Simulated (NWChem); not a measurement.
System: C2H2FI; SMILES C=C(F)I

Here is an NWChem input.

```
start job
memory heap 200 mb stack 700 mb global 900 mb
geometry units angstroms noautosym nocenter noautoz
  C     -1.220599     2.009555     0.000000
  C     -0.088977     1.316418     0.000000
  F      1.099423     1.889780     0.000000
  I      0.028873    -0.777950     0.000000
  H     -2.187864     1.510539     0.000000
  H     -1.171587     3.101424     0.000000
end
basis spherical
  * library def2-svp
end
ecp
  I library def2-ecp
end
dft
  xc m06-2x
  iterations 150
end
cosmo
  dielec 1.5
end
task dft energy
```

NWChem printed, in part:

```
             Northwest Computational Chemistry Package (NWChem) 7.3.0
             --------------------------------------------------------

                             Geometry "geometry" -> ""
                             -------------------------

 Output coordinates in angstroms (scale by  1.889725989 to convert to a.u.)

  No.       Tag          Charge          X              Y              Z
 ---- ---------------- ---------- -------------- -------------- --------------
    1 C                    6.0000    -1.22059900     2.00955500     0.00000000
    2 C                    6.0000    -0.08897700     1.31641800     0.00000000
    3 F                    9.0000     1.09942300     1.88978000     0.00000000
    4 I                   53.0000     0.02887300    -0.77795000     0.00000000
    5 H                    1.0000    -2.18786400     1.51053900     0.00000000
    6 H                    1.0000    -1.17158700     3.10142400     0.00000000

 Effective nuclear repulsion energy (a.u.)     299.5623753688

                                 NWChem DFT Module
                                 -----------------

 Summary of "ao basis" -> "ao basis" (spherical)
 ------------------------------------------------------------------------------
       Tag                 Description            Shells   Functions and Types
 ---------------- ------------------------------  ------  ---------------------
 C                          def2-svp                 6       14   3s2p1d
 F                          def2-svp                 6       14   3s2p1d
 I                          def2-svp                10       26   4s4p2d
 H                          def2-svp                 3        5   2s1p

 in cosmo_initialize ...

 solvent parameters
 solvname_short: unkn
 solvname_long:  unknown
 dielec:        1.5000

          ---------------
          -cosmo- solvent
          ---------------
 Cosmo: York-Karplus, doi: 10.1021/jp992097l
 dielectric constant -eps-     =   1.50
 screen = (eps-1)/(eps    )    =   0.33333
 surface charge correction     = lagrangian

   van der Waals surface
 --------------------------

 ---------- ATOMIC COORDINATES (A.U.) ------------ VDWR(ANG.) --
     1   -2.30659765    3.79750831    0.00000000     2.000
     2   -0.16814215    2.48766931    0.00000000     2.000
     3    2.07760822    3.57116638    0.00000000     1.720
     4    0.05456206   -1.47011233    0.00000000     2.320
     5   -4.13446346    2.85450481    0.00000000     1.300
     6   -2.21397840    5.86084153    0.00000000     1.300
 number of segments per atom =         32
 number of   points per atom =         32
 atom (   nspa,  nppa )
 ----------------------
    1 (     18,     0 )       0
    2 (     10,     0 )       0
    3 (     20,     0 )       0
    4 (     28,     0 )       0
    5 (     16,     0 )       0
    6 (     16,     0 )       0
 number of -cosmo- surface points =      108
 molecular surface =    119.066 angstrom**2
 molecular volume  =     98.004 angstrom**3
 G(cav/disp)       =      1.455 kcal/mol
 -lineq- algorithm             =   0
 -bem- low  level              =   2
 -bem- from -octahedral-
 gaussian surface charge width =   4.50000
 degree of switching           =   1.00000
 switching function tolerance  =   0.00010
 atomic radii =
 --------------
    1  6.000  2.000
    2  6.000  2.000
    3  9.000  1.720
    4 25.000  2.320
    5  1.000  1.300
    6  1.000  1.300
 ...... end of -cosmo- initialization ......

            General Information
            -------------------
          SCF calculation type: DFT
          Wavefunction type:  closed shell.
          No. of atoms     :     6
          No. of electrons :    48
           Alpha electrons :    24
            Beta electrons :    24
          Charge           :     0
          Spin multiplicity:     1
          Use of symmetry is: off; symmetry adaption is: off
          Maximum number of iterations: 150
          AO basis - number of functions:    78
                     number of shells:    34
          Convergence on energy requested:  1.00D-06
          Convergence on density requested:  1.00D-05
          Convergence on gradient requested:  5.00D-04

              XC Information
              --------------
                       M06-2X Method XC Functional
                     Hartree-Fock (Exact) Exchange  0.540
                        M06-2X Exchange Functional  1.000
                      M06-2X Correlation Potential  1.000

             Grid Information
             ----------------
          Grid used for XC integration:  medium
          Radial quadrature: Mura-Knowles
          Angular quadrature: Lebedev.
          Tag              B.-S. Rad. Rad. Pts. Rad. Cut. Ang. Pts.
          ---              ---------- --------- --------- ---------
          C                   0.70       49          10.0       434
          F                   0.50       49           9.0       434
          I                   1.40      123          11.0       590
          H                   0.35       45          11.0       434
          Grid pruning is: on
          Number of quadrature shells:   360
          Spatial weights used:  Erf1

      Superposition of Atomic Density Guess
      -------------------------------------

 Sum of atomic energies:        -522.66781032

      Non-variational initial energy
      ------------------------------

 Total energy =    -473.629101
 1-e energy   =   -1103.513830
 2-e energy   =     456.496883
 HOMO         =      -0.274695
 LUMO         =       0.020536

   convergence    iter        energy       DeltaE   RMS-Dens  Diis-err
 ---------------- ----- ----------------- --------- --------- ---------
     COSMO gas phase
 d= 0,ls=0.0,diis     1   -474.5442752140 -6.48D+02  1.48D-02  6.60D-01
 d= 0,ls=0.0,diis     2   -474.5037720566  4.05D-02  8.38D-03  1.14D+00
 d= 0,ls=0.0,diis     3   -474.6312807158 -1.28D-01  1.28D-03  5.23D-03
 d= 0,ls=0.0,diis     4   -474.6318554289 -5.75D-04  4.56D-04  2.90D-03
 d= 0,ls=0.0,diis     5   -474.6321683828 -3.13D-04  1.18D-04  1.34D-04
  Resetting Diis
 d= 0,ls=0.0,diis     6   -474.6321829126 -1.45D-05  3.48D-05  5.63D-06
 d= 0,ls=0.0,diis     7   -474.6321836974 -7.85D-07  1.27D-05  4.70D-07
 d= 0,ls=0.0,diis     8   -474.6321837289 -3.15D-08  5.57D-06  3.23D-07

   convergence    iter        energy       DeltaE   RMS-Dens  Diis-err
 ---------------- ----- ----------------- --------- --------- ---------
     COSMO solvation phase
 d= 0,ls=0.0,diis     1   -474.6332745830 -1.09D-03  3.85D-04  1.05D-04
 d= 0,ls=0.0,diis     2   -474.6332997060 -2.51D-05  9.68D-05  5.43D-05
 d= 0,ls=0.0,diis     3   -474.6333052629 -5.56D-06  3.48D-05  1.05D-05
 d= 0,ls=0.0,diis     4   -474.6333065989 -1.34D-06  8.48D-06  5.84D-07
 d= 0,ls=0.0,diis     5   -474.6333066682 -6.92D-08  2.96D-06  6.37D-08

         Total DFT energy =     -474.633306668171
      One electron energy =    -1105.195067540991
           Coulomb energy =      501.214984980931
    Exchange-Corr. energy =      -44.081350775160
 Nuclear repulsion energy =      173.387845187124

             COSMO energy =        0.040281479925

 Numeric. integr. density =       48.000008619544

                                   COSMO solvation results
                                   -----------------------

                 gas phase energy =      -474.632183728876
                 sol phase energy =      -474.633306668171
 (electrostatic) solvation energy =         0.001122939295 (    0.70 kcal/mol)

                       DFT Final Molecular Orbital Analysis
                       ------------------------------------

 Vector   22  Occ=2.000000D+00  E=-3.756247D-01
              MO Center= -1.9D-01,  7.4D-01, -5.7D-09, r^2= 3.1D+00
   Bfn.  Coefficient  Atom+Function         Bfn.  Coefficient  Atom+Function
  ----- ------------  ---------------      ----- ------------  ---------------
    55      0.380448  4 I  pz                20      0.309886  2 C  pz
    58      0.308458  4 I  pz                 6      0.276781  1 C  pz
    34      0.260132  3 F  pz                37     -0.209192  3 F  pz
     9      0.182101  1 C  pz                23      0.179883  2 C  pz
    52     -0.154404  4 I  pz                49     -0.125934  4 I  pz

 Vector   23  Occ=2.000000D+00  E=-3.339509D-01
              MO Center=  2.0D-02, -6.9D-01, -8.0D-09, r^2= 2.2D+00
   Bfn.  Coefficient  Atom+Function         Bfn.  Coefficient  Atom+Function
  ----- ------------  ---------------      ----- ------------  ---------------
    53      0.618384  4 I  px                56      0.533343  4 I  px
    50     -0.249559  4 I  px                47     -0.202882  4 I  px
     3      0.117095  1 C  s                 33     -0.079875  3 F  py
    21      0.072784  2 C  px                36      0.065652  3 F  py
     5     -0.062223  1 C  py                74     -0.053372  6 H  s

 Vector   24  Occ=2.000000D+00  E=-3.084044D-01
              MO Center= -3.1D-01,  2.9D-01, -1.7D-08, r^2= 3.7D+00
   Bfn.  Coefficient  Atom+Function         Bfn.  Coefficient  Atom+Function
  ----- ------------  ---------------      ----- ------------  ---------------
    55      0.485216  4 I  pz                58      0.447533  4 I  pz
     6     -0.316913  1 C  pz                 9     -0.246322  1 C  pz
    20     -0.236697  2 C  pz                52     -0.195612  4 I  pz
    49     -0.158763  4 I  pz                23     -0.132049  2 C  pz
    34     -0.121727  3 F  pz                37      0.102237  3 F  pz

 Vector   25  Occ=0.000000D+00  E=-1.511778D-03
              MO Center= -6.1D-02, -2.5D-01,  1.4D-09, r^2= 3.5D+00
   Bfn.  Coefficient  Atom+Function         Bfn.  Coefficient  Atom+Function
  ----- ------------  ---------------      ----- ------------  ---------------
    17      1.016570  2 C  s                 57     -0.986685  4 I  py
    46     -0.563785  4 I  s                 22     -0.522832  2 C  py
    19     -0.408391  2 C  py                54     -0.336720  4 I  py
    16      0.265858  2 C  s                  3     -0.220026  1 C  s
    75      0.205320  6 H  s                 70     -0.164661  5 H  s

 Vector   26  Occ=0.000000D+00  E= 3.396930D-02
              MO Center= -6.1D-01,  1.5D+00,  3.0D-10, r^2= 2.5D+00
   Bfn.  Coefficient  Atom+Function         Bfn.  Coefficient  Atom+Function
  ----- ------------  ---------------      ----- ------------  ---------------
     9      0.656830  1 C  pz                23     -0.658920  2 C  pz
    20     -0.476491  2 C  pz                 6      0.384984  1 C  pz
    58      0.201346  4 I  pz                37      0.197338  3 F  pz
    34     -0.176612  3 F  pz                65     -0.109884  4 I  d -1
    55      0.089138  4 I  pz                60      0.070311  4 I  d -1

 Vector   27  Occ=0.000000D+00  E= 1.316386D-01
              MO Center= -1.8D+00,  2.3D+00,  1.3D-09, r^2= 4.3D+00
   Bfn.  Coefficient  Atom+Function         Bfn.  Coefficient  Atom+Function
  ----- ------------  ---------------      ----- ------------  ---------------
     3      2.105070  1 C  s                 75     -1.557230  6 H  s
    70     -1.522229  5 H  s                  7     -0.523085  1 C  px
     8      0.434220  1 C  py                45      0.270583  4 I  s
     2      0.260857  1 C  s                 46     -0.232247  4 I  s
     4     -0.153635  1 C  px                22     -0.137738  2 C  py

     Multipole analysis of the density
     ---------------------------------

     L   x y z        total         alpha         beta         nuclear
     -   - - -        -----         -----         ----         -------
     0   0 0 0      0.000000    -24.000000    -24.000000     48.000000

     1   1 0 0     -0.527406      0.303475      0.303475     -1.134355
     1   0 1 0      0.067856    -20.873122    -20.873122     41.814101
     1   0 0 1      0.000000      0.000000      0.000000      0.000000

     2   2 0 0    -31.888722    -62.449363    -62.449363     93.010004
     2   1 1 0     -2.189239      6.441983      6.441983    -15.073205
     2   1 0 1     -0.000000     -0.000000     -0.000000      0.000000
     2   0 2 0    -29.179564   -182.072227   -182.072227    334.964889
     2   0 1 1     -0.000000     -0.000000     -0.000000      0.000000
     2   0 0 2    -33.608937    -16.804468    -16.804468      0.000000
```

Level: M06-2X/def2-SVP with def2 effective core potentials on I, COSMO on the gas-phase geometry. The geometry was optimised at PBE0/def2-SVP. def2 effective core potentials on I; no spin-orbit coupling. COSMO prints the solvation energy as gas minus solution, so a positive value is a stabilisation.
